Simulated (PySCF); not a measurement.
## How methods differ on the interval between two levels of Kr²⁺

Kr²⁺ [Ar] 3d10 4s2 4p4 [3P2, M_J = 2] → Kr²⁺ [Ar] 3d10 4s1 4p5 [3P2, M_J = 2], as a difference of total energies. All numbers are calculated (PySCF 2.14, the two-component X2C-1e Hamiltonian, in x2c-TZVPall-2c with one added diffuse shell each of s, p, d type (7s8p5d1f, 63 functions)). Correlated levels: [Ne] frozen. "Screened" scales the spin-orbit matrix elements by Boettger's factors to mimic the two-electron term; Breit and QED terms are absent.

| method | interval between two levels (cm⁻¹) |
| --- | --- |
| GHF (spin-free) | 134430 |
| GMP2 (spin-free) | 125420 |
| GHF (screened spin-orbit) | 134990 |
| GMP2 (screened spin-orbit) | 125900 |

The labels give the starting determinants; with spin-orbit coupling the two ends relaxed to ⟨J²⟩ = 6.02, ⟨L²⟩ = 2.15, ⟨S²⟩ = 1.94 and ⟨J²⟩ = 6.01, ⟨L²⟩ = 2.01, ⟨S²⟩ = 2.01.
